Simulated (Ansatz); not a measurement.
Reaction R1 → P1 + P2, each structure at its B3LYP-D3(BJ)/def2-TZVP stationary point, reached from a drawn start (curvature not checked).
R1: F5Ta (SMILES [F][Ta]([F])([F])([F])[F]), charge 0, multiplicity 1.
P1, F4Ta (SMILES [F][Ta]([F])([F])[F]) (charge 0, multiplicity 2, Z-matrix in Å and degrees):
```
Ta
F 1 1.8750
F 1 1.8750 2 96.39
F 1 1.8750 2 96.47 3 -142.93
F 1 1.8750 2 140.82 3 108.45
```
P2: F atom, charge 0, multiplicity 2.

P less R. No zero-point or thermal terms; singlets are restricted closed shells; open shells are unrestricted; no spin–orbit coupling. The spin states of the d-block species are the ones drawn and need not be the lowest.

Codes used: Ansatz (Gaussian basis) for Hartree–Fock, density functionals and correlated methods. Each number belongs to the level named beside it. Elements past Kr take the def2 small-core potentials, without spin–orbit coupling.

### Question
One of these levels gives 144.34 kcal/mol for the reaction energy. Which?
A) PBE/def2-TZVPP
B) HF/def2-SVP
C) BHLYP/def2-TZVPP

### Answer
A, PBE/def2-TZVPP. The others give 88.17 (HF/def2-SVP), 126.34 (BHLYP/def2-TZVPP)

Ansatz is an electronic-structure program.
